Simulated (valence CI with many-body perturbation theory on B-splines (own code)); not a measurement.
## Tb⁶⁰⁺: what each term of the Hamiltonian does

Computed by relativistic CI+MBPT: three valence electrons over a frozen Dirac-Fock core [He], radial functions for each j: 11 s, 11 p, 9 d, 7 f, 5 g, 2 h, 1 i, with the one-electron correlation potential Σ1, the two-electron term Σ2, the three-electron term Σ3, Breit, model QED; selected CI, second order for the rest (own B-spline code, finite nucleus).

No measured spectrum was set against this ion. As an estimate, large intervals hold to a few tenths of a per cent, small ones and those within an open d or f shell to about a per cent.

Each rung adds one term. CI alone is the Dirac-Coulomb CI over the frozen core; QED comes last and gives the full result, which names the levels. Energies are above (2s^2 2p1/2) J=1/2 on the same rung, in × 10³ cm⁻¹.

Levels are named by their leading jj configuration (3d3/2^4 stands for four electrons in 3d with j = 3/2), which in mixed levels can hold well under half, so a name can repeat and another be missing. Letters in brackets count levels of one name in rising energy.

```tsv
Level	CI alone
(2s 2p1/2^2) J=1/2	1756.2
(2s^2 2p3/2) J=3/2	6656.2
(2s 2p1/2 2p3/2) J=3/2 [a]	7886.1
(2s 2p1/2 2p3/2) J=5/2	8244.9
(2s 2p1/2 2p3/2) J=1/2	8679.1
(2s 2p1/2 2p3/2) J=3/2 [b]	8725.6
(2p1/2^2 2p3/2) J=3/2	10556
(2s 2p3/2^2) J=5/2	14716
(2s 2p3/2^2) J=1/2	15407
(2s 2p3/2^2) J=3/2	15455
(2p1/2 2p3/2^2) J=3/2	16878
(2p1/2 2p3/2^2) J=5/2	17109
(2p1/2 2p3/2^2) J=1/2	17425
(2p3/2^3) J=3/2	23839
(2s^2 3s) J=1/2	63648
(2s^2 3p1/2) J=1/2	64244
```

What do these energies become with core correlation, Breit and QED?

(2s 2p1/2^2) J=1/2 1760.9 (+4.76); (2s^2 2p3/2) J=3/2 6566.9 (-89.31); (2s 2p1/2 2p3/2) J=3/2 [a] 7798.5 (-87.59); (2s 2p1/2 2p3/2) J=5/2 8099.6 (-145.23); (2s 2p1/2 2p3/2) J=1/2 8592.3 (-86.86); (2s 2p1/2 2p3/2) J=3/2 [b] 8606.3 (-119.26); (2p1/2^2 2p3/2) J=3/2 10452 (-103.44); (2s 2p3/2^2) J=5/2 14510 (-206.43); (2s 2p3/2^2) J=1/2 15257 (-149.95); (2s 2p3/2^2) J=3/2 15264 (-191.62); (2p1/2 2p3/2^2) J=3/2 16687 (-190.54); (2p1/2 2p3/2^2) J=5/2 16864 (-245.61); (2p1/2 2p3/2^2) J=1/2 17254 (-171.73); (2p3/2^3) J=3/2 23562 (-277.40); (2s^2 3s) J=1/2 63529 (-118.95); (2s^2 3p1/2) J=1/2 64122 (-121.15).

How does the ionisation energy move along the ladder, and which term matters most?

CI alone 14018, + Σ1 14019, + Σ2 14019, + Σ3 14019, + Breit 13997, + QED 13997 eV. The largest step is Breit, -21 eV. NIST lists 14003 ± 10 eV (theoretical).
